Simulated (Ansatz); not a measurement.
`C[Si](C)(C)C#Cc1ccc(-c2ccc(-c3ccc(-c4ccc(C#C[Si](C)(C)C)s4)s3)s2)s1` with charge +1. The state is a doublet with charge 1. Geometry PBE-D4/def2-SVP, that of the neutral singlet; atoms count from 1.

Cartesian coordinates in Å:
```
C -9.472 -5.952 -4.927
Si -9.498 -5.776 -3.045
C -11.147 -5.047 -2.474
C -9.189 -7.449 -2.223
C -8.153 -4.614 -2.537
C -7.267 -3.818 -2.198
C -6.265 -2.910 -1.812
C -6.375 -1.542 -1.544
C -5.149 -0.941 -1.181
C -4.072 -1.833 -1.163
C -2.691 -1.574 -0.843
C -1.607 -2.455 -0.812
C -0.388 -1.840 -0.451
C -0.508 -0.471 -0.194
C 0.505 0.474 0.195
C 0.389 1.846 0.438
C 1.607 2.460 0.805
C 2.687 1.574 0.852
C 4.066 1.831 1.183
C 5.136 0.932 1.236
C 6.362 1.532 1.599
C 6.259 2.908 1.832
C 7.264 3.817 2.207
C 8.153 4.614 2.536
Si 9.504 5.776 3.027
C 10.527 6.200 1.495
C 8.716 7.336 3.747
C 10.583 4.918 4.320
S 4.602 3.446 1.592
S 2.163 -0.046 0.431
S -2.169 0.044 -0.411
S -4.600 -3.441 -1.606
H -8.500 -6.357 -5.275
H -9.631 -4.972 -5.421
H -10.274 -6.642 -5.265
H -11.322 -4.053 -2.933
H -11.987 -5.712 -2.761
H -11.166 -4.923 -1.372
H -8.211 -7.871 -2.532
H -9.187 -7.356 -1.118
H -9.981 -8.174 -2.507
H -7.333 -1.011 -1.615
H -5.038 0.124 -0.933
H -1.709 -3.523 -1.050
H 0.569 -2.374 -0.375
H -0.566 2.382 0.348
H 1.710 3.529 1.034
H 5.019 -0.138 1.014
H 7.315 0.996 1.695
H 10.972 5.287 1.049
H 9.900 6.686 0.720
H 11.353 6.894 1.756
H 8.101 7.098 4.638
H 9.500 8.060 4.054
H 8.062 7.833 3.002
H 11.026 3.986 3.913
H 9.991 4.650 5.219
H 11.413 5.582 4.639
```

Single mean-field runs in def2-SVP are fitted with def2-universal-jkfit.

Problem. Estimate the Mulliken populations of the heavy atoms from the PBE0/def2-SVP orbitals of Ansatz.

Solution. 
```
atom  charge (e)  spin (α − β)
  C1       -0.33          0.01
 Si2        0.52         -0.01
  C3       -0.33          0.00
  C4       -0.33          0.00
  C5       -0.33          0.15
  C6        0.15         -0.08
  C7       -0.15          0.16
  C8        0.07         -0.04
  C9       -0.01          0.10
 C10       -0.09         -0.01
 C11       -0.05          0.13
 C12        0.00          0.02
 C13        0.00          0.07
 C14       -0.07          0.07
 C15       -0.07          0.07
 C16        0.00          0.07
 C17        0.00          0.02
 C18       -0.05          0.13
 C19       -0.09         -0.01
 C20       -0.01          0.10
 C21        0.07         -0.04
 C22       -0.15          0.16
 C23        0.15         -0.08
 C24       -0.33          0.15
Si25        0.52         -0.01
 C26       -0.33          0.01
 C27       -0.33          0.00
 C28       -0.33          0.00
 S29        0.21         -0.02
 S30        0.18         -0.04
 S31        0.18         -0.04
 S32        0.21         -0.02
```
Mulliken values depend strongly on the basis.

Problem. Where does the spin sit?

Solution. Summed by element: C 1.16, Si -0.02, S -0.13, H -0.02, of 1 unpaired in all. Largest on single atoms: C22 0.16, C7 0.16, C24 0.15.

Problem. And the Mayer bond orders between heavy atoms (over 0.3)?

Solution. C1–Si2 1.04 (1.89 Å); Si2–C3 1.04 (1.89 Å); Si2–C4 1.04 (1.89 Å); Si2–C5 0.80 (1.85 Å); C5–C6 2.68 (1.24 Å); C6–C7 1.10 (1.41 Å); C7–C8 1.39 (1.40 Å); C7–S32 1.12 (1.76 Å); C8–C9 1.36 (1.41 Å); C9–C10 1.38 (1.40 Å); C10–C11 1.25 (1.44 Å); C10–S32 1.11 (1.75 Å); C11–C12 1.37 (1.40 Å); C11–S31 1.13 (1.75 Å); C12–C13 1.40 (1.41 Å); C13–C14 1.36 (1.40 Å); C14–C15 1.28 (1.44 Å); C14–S31 1.12 (1.75 Å); C15–C16 1.36 (1.40 Å); C15–S30 1.12 (1.75 Å); C16–C17 1.40 (1.41 Å); C17–C18 1.37 (1.40 Å); C18–C19 1.25 (1.44 Å); C18–S30 1.13 (1.75 Å); C19–C20 1.38 (1.40 Å); C19–S29 1.11 (1.75 Å); C20–C21 1.36 (1.41 Å); C21–C22 1.39 (1.40 Å); C22–C23 1.10 (1.41 Å); C22–S29 1.12 (1.76 Å); C23–C24 2.68 (1.24 Å); C24–Si25 0.80 (1.85 Å); Si25–C26 1.04 (1.89 Å); Si25–C27 1.04 (1.89 Å); Si25–C28 1.04 (1.89 Å).
